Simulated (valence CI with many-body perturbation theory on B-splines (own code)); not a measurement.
Level structure of I XLIX

Method: configuration interaction combined with many-body perturbation theory (CI+MBPT): three valence electrons over a frozen Dirac-Fock core [He], radial functions for each j: 11 s, 11 p, 9 d, 7 f, 5 g, 2 h, 1 i, with the one-electron correlation potential Σ1 (screened to all orders), the two-electron term Σ2, the three-electron term Σ3, Breit, model QED; selected single and double excitations, second order for the rest (own B-spline code, finite nucleus).

The last digits are not significant, and no measured levels were compared; by estimate large intervals hold to a few tenths of a per cent, small ones and those within an open d or f shell to about a per cent.

Levels 1 to 45 of 101, with energies above the lowest level, (2s^2 2p1/2) J=1/2. "Leading %" is the weight of the configuration and term that name the level; weights of strongly mixed levels are sums over their largest components and can fall short. In the jj column 3d3/2^4 stands for four electrons in 3d with j = 3/2. Lifetimes count E1, E2, E3, M1 and M2 decay at the calculated energies, and are blank where another channel may lead or the interval is too uncertain; long ones can be off by a factor of two.

| No. | Configuration | Term | J | E (eV) | Leading % | g | Second component | Lifetime | Leading jj |
| --- | --- | --- | --- | --- | --- | --- | --- | --- | --- |
| 1 | 2s²2p | ²P° | 1/2 | 0.0 | 100 | 0.642 |  |  | 2s^2 2p1/2 (100 %) |
| 2 | 2s2p² | ⁴P | 1/2 | 158.8 | 59 | 2.186 | 28 % 2s2p² ²S | 113 ps | 2s 2p1/2^2 (98 %) |
| 3 | 2s²2p | ²P° | 3/2 | 330.1 | 98 | 1.316 |  | 1.97 ns | 2s^2 2p3/2 (98 %) |
| 4 | 2s2p² | ⁴P | 3/2 | 440.9 | 92 | 1.658 | 5 % 2s2p² ²D | 314 ps | 2s 2p1/2 2p3/2 (99 %) |
| 5 | 2s2p² | ²D | 5/2 | 472.0 | 56 | 1.355 | 44 % 2s2p² ⁴P | 255 ps | 2s 2p1/2 2p3/2 (99 %) |
| 6 | 2s2p² | ²D | 3/2 | 521.1 | 67 | 0.963 | 32 % 2s2p² ²P | 1.66 ps | 2s 2p1/2 2p3/2 (99 %) |
| 7 | 2s2p² | ²P | 1/2 | 521.6 | 71 | 1.212 | 26 % 2s2p² ⁴P | 1.30 ps | 2s 2p1/2 2p3/2 (97 %) |
| 8 | 2p³ | ²P° | 3/2 | 691.5 | 45 | 1.362 | 28 % 2p³ ⁴S° | 1.97 ps | 2p1/2^2 2p3/2 (98 %) |
| 9 | 2s2p² | ⁴P | 5/2 | 789.2 | 56 | 1.407 | 44 % 2s2p² ²D | 7.65 ps | 2s 2p3/2^2 (99 %) |
| 10 | 2s2p² | ²S | 1/2 | 861.3 | 70 | 1.879 | 15 % 2s2p² ²P | 1.58 ps | 2s 2p3/2^2 (99 %) |
| 11 | 2s2p² | ²P | 3/2 | 862.4 | 65 | 1.192 | 28 % 2s2p² ²D | 927 fs | 2s 2p3/2^2 (99 %) |
| 12 | 2p³ | ⁴S° | 3/2 | 990.7 | 54 | 1.437 | 45 % 2p³ ²D° | 1.03 ps | 2p1/2 2p3/2^2 (100 %) |
| 13 | 2p³ | ²D° | 5/2 | 1010.1 | 100 | 1.181 |  | 1.19 ps | 2p1/2 2p3/2^2 (100 %) |
| 14 | 2p³ | ²P° | 1/2 | 1047.6 | 100 | 0.642 |  | 885 fs | 2p1/2 2p3/2^2 (100 %) |
| 15 | 2p³ | ²P° | 3/2 | 1352.9 | 54 | 1.284 | 28 % 2p³ ²D° | 696 fs | 2p3/2^3 (100 %) |
| 16 | 2s²3s | ²S | 1/2 | 4969.7 | 97 | 1.993 |  | 16.2 fs | 2s^2 3s (97 %) |
| 17 | 2s²3p | ²P° | 1/2 | 5024.8 | 95 | 0.670 |  | 384 fs | 2s^2 3p1/2 (95 %) |
| 18 | 2s2p3s | ⁴P° | 1/2 | 5077.6 | 86 | 2.390 | 12 % 2s2p3s ²P° | 17.9 fs | 2s 2p1/2 3s (98 %) |
| 19 | 2s2p3s | ⁴P° | 3/2 | 5092.9 | 55 | 1.538 | 33 % 2s2p3s ²P° | 18.1 fs | 2s 2p1/2 3s (87 %) |
| 20 | 2s2p3s | ²P° | 1/2 | 5115.4 | 94 | 0.739 | 5 % 2s2p3s ⁴P° | 23.1 fs | 2s 2p1/2 3s (98 %) |
| 21 | 2s2p3p | ⁴D | 1/2 | 5124.3 | 72 | 0.262 | 20 % 2s2p3p ²P | 22.5 fs | 2s 2p1/2 3p1/2 (100 %) |
| 22 | 2s²3p | ²P° | 3/2 | 5126.4 | 86 | 1.362 | 9 % 2s2p3s ⁴P° | 77.9 fs | 2s^2 3p3/2 (86 %) |
| 23 | 2s2p3p | ⁴D | 3/2 | 5142.4 | 41 | 1.108 | 27 % 2s2p3p ²D | 5.19 fs | 2s 2p1/2 3p1/2 (93 %) |
| 24 | 2s²3d | ²D | 3/2 | 5166.3 | 92 | 0.817 |  | 3.00 fs | 2s^2 3d3/2 (92 %) |
| 25 | 2s2p3p | ⁴P | 1/2 | 5170.5 | 50 | 2.003 | 28 % 2s2p3p ²S | 17.8 fs | 2s 2p1/2 3p1/2 (98 %) |
| 26 | 2s²3d | ²D | 5/2 | 5192.4 | 97 | 1.194 |  | 2.49 fs | 2s^2 3d5/2 (97 %) |
| 27 | 2s2p3p | ⁴P | 3/2 | 5230.1 | 30 | 1.406 | 26 % 2s2p3p ⁴D | 19.9 fs | 2s 2p1/2 3p3/2 (100 %) |
| 28 | 2s2p3p | ²P | 1/2 | 5242.7 | 30 | 1.405 | 14 % 2s2p3p ⁴P | 7.00 fs | 2s 2p1/2 3p3/2 (76 %) |
| 29 | 2s2p3p | ⁴D | 5/2 | 5251.3 | 49 | 1.341 | 32 % 2s2p3p ²D | 135 fs | 2s 2p1/2 3p3/2 (97 %) |
| 30 | 2s2p3p | ²D | 3/2 | 5254.3 | 46 | 1.245 | 19 % 2s2p3p ²P | 8.72 fs | 2s 2p1/2 3p3/2 (98 %) |
| 31 | 2s2p3d | ⁴F° | 3/2 | 5262.0 | 73 | 0.554 | 12 % 2s2p3d ²D° | 10.2 fs | 2s 2p1/2 3d3/2 (99 %) |
| 32 | 2s2p3d | ⁴F° | 5/2 | 5281.7 | 57 | 1.037 | 18 % 2s2p3d ²F° | 10.7 fs | 2s 2p1/2 3d3/2 (89 %) |
| 33 | 2p²3s | ⁴P | 1/2 | 5291.1 | 40 | 1.890 | 21 % 2p²3s ²S | 14.4 fs | 2p1/2^2 3s (76 %) |
| 34 | 2s2p3d | ⁴D° | 1/2 | 5292.2 | 50 | 0.434 | 29 % 2s2p3d ²P° | 1.46 fs | 2s 2p1/2 3d3/2 (83 %) |
| 35 | 2s2p3d | ⁴D° | 3/2 | 5296.3 | 32 | 1.232 | 21 % 2s2p3d ⁴P° | 1.97 fs | 2s 2p1/2 3d3/2 (92 %) |
| 36 | 2s2p3d | ⁴P° | 5/2 | 5299.4 | 38 | 1.335 | 26 % 2s2p3d ⁴D° | 2.56 fs | 2s 2p1/2 3d5/2 (94 %) |
| 37 | 2s2p3d | ⁴F° | 7/2 | 5317.6 | 42 | 1.243 | 33 % 2s2p3d ²F° | 2.73 fs | 2s 2p1/2 3d5/2 (98 %) |
| 38 | 2s2p3d | ²D° | 3/2 | 5328.1 | 44 | 1.060 | 39 % 2s2p3d ²P° | 2.70 fs | 2s 2p1/2 3d5/2 (90 %) |
| 39 | 2s2p3d | ²F° | 5/2 | 5328.1 | 56 | 1.050 | 18 % 2s2p3d ²D° | 2.71 fs | 2s 2p1/2 3d5/2 (95 %) |
| 40 | 2p²3p | ²P° | 1/2 | 5328.6 | 35 | 0.623 | 34 % 2p²3p ⁴D° | 43.6 fs | 2p1/2^2 3p1/2 (82 %) |
| 41 | 2s2p3s | ⁴P° | 5/2 | 5407.9 | 99 | 1.582 |  | 25.1 fs | 2s 2p3/2 3s (99 %) |
| 42 | 2s2p3s | ²P° | 3/2 | 5425.3 | 70 | 1.393 | 20 % 2s2p3s ⁴P° | 13.2 fs | 2s 2p3/2 3s (92 %) |
| 43 | 2p²3p | ²P° | 3/2 | 5430.2 | 32 | 1.332 | 21 % 2p²3p ⁴D° | 9.38 fs | 2p1/2^2 3p3/2 (88 %) |
| 44 | 2p²3d | ²D | 3/2 | 5460.7 | 39 | 0.783 | 35 % 2p²3d ⁴F | 13.9 fs | 2p1/2^2 3d3/2 (98 %) |
| 45 | 2s2p3p | ⁴P | 3/2 | 5468.3 | 47 | 1.633 | 24 % 2s2p3p ⁴S | 25.2 fs | 2s 2p3/2 3p1/2 (100 %) |

The ionisation energy to 2s² ¹S0 of the next ion comes out as 8861.8 eV (NIST: 8867 ± 4 eV (theoretical)). All 101 levels together are meant to be complete up to 5828.7 eV.
